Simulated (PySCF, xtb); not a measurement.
SnCl₃Br, SMILES [Cl][Sn]([Cl])([Cl])[Br].

GFN2-xTB in xtb at its own geometry gives an orbital gap of 1.99 eV and a dipole moment of 2.85 D.

The structure is a stationary point at PBE-D3(BJ)/def2-SVP. The structure was generated by enumeration; whether it is a known compound was not checked. The def2 effective core potentials stand for the cores of Sn; spin–orbit coupling is left out.

**Question.** What does PBE/def2-TZVP in PySCF give? (The exact figures need the calculation; the answer reports its results.)

**Answer.** gap 3.36 eV (levels -7.97 and -4.61 eV), dipole 0.58 D.
